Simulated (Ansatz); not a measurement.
## Ligand exchange: In(CH3)3 + Zr(NH2)4 → In(CH3)2(NH2) + Zr(CH3)(NH2)3

Species: In(CH3)3 (trimethylindium (TMIn)), singlet; Zr(NH2)4, singlet; In(CH3)2(NH2), singlet; Zr(CH3)(NH2)3, singlet. The partners trade CH3 for NH2: In–CH3 and Zr–NH2 bonds give way to In–NH2 and Zr–CH3.

Shapes, held fixed at every level: PBE0-D4/def2-TZVP. Flexible molecules stand in one conformer, not always the lowest. Programs: Ansatz 0.2.0. Electronic energies: no zero-point or thermal term.

```tsv
level	kind	ΔE (kJ/mol)	less CCSD(T)/def2-TZVPP
HF/def2-SVP	Hartree–Fock	+71.0	+8.7
SPW92/def2-TZVPP	LDA	+60.4	-1.9
PBE-D4/def2-TZVPP	GGA	+60.7	-1.6
wB97M-V/def2-TZVPP	range-separated hybrid	+61.9	-0.4
CCSD(T)/def2-SVP	coupled cluster or CI	+67.3	+5.0
CCSD/def2-TZVPP	coupled cluster or CI	+62.5	+0.2
CCSD(T)/def2-TZVPP	coupled cluster or CI	+62.3	0.0
```

The highest level, CCSD(T)/def2-TZVPP, gives ΔE = +62.3 kJ/mol; the levels span +60.4 to +71.0. The column of differences is taken from that level and isn't an error. No measured value is set beside it here. For atoms past krypton def2 sets carry core potentials with scalar relativity. Outer-core shells of In, Zr are correlated, in sets that cover them unevenly.
